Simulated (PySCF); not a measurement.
# Basis-set dependence of TlSe at CCSD(T)

PySCF, UHF reference; doublet, unpaired electrons π ↑; De to Tl + Se without counterpoise correction. Frozen cores follow the default of each basis and core potential.

| basis | relativity | functions | Re (Å) | ωe (cm⁻¹) | De (eV) | frozen orbitals |
| --- | --- | --- | --- | --- | --- | --- |
| cc-pVDZ-PP | scalar-relativistic core potentials | 46 | 2.743 | 175 | 2.37 | 8 |
| def2-SVP | scalar-relativistic core potentials | 58 | 2.745 | 178 | 2.42 | 13 |
| def2-TZVPP | scalar-relativistic core potentials | 98 | 2.716 | 176 | 2.71 | 13 |

How does each smaller set differ from the one with most functions, def2-TZVPP?

cc-pVDZ-PP: +2.7 pm, -0.6 % in ωe, -0.34 eV in De; def2-SVP: +2.9 pm, +1.1 % in ωe, -0.29 eV in De. All at CCSD(T); the set with most functions is neither the basis-set limit nor always the best.

Correlated steps freeze the inner cores (8 to 13 orbitals); shallow outer-core shells are correlated. Correlated levels converge slowly with the basis: in double zeta they bind strong bonds too weakly, by up to about 1 eV, and carry superposition errors of some tenths. These are scalar-relativistic numbers at best; spin–orbit coupling would shift them, the dissociation energy most. The state is the lowest determinant that a PBE0 search found; another state may lie lower at other levels.
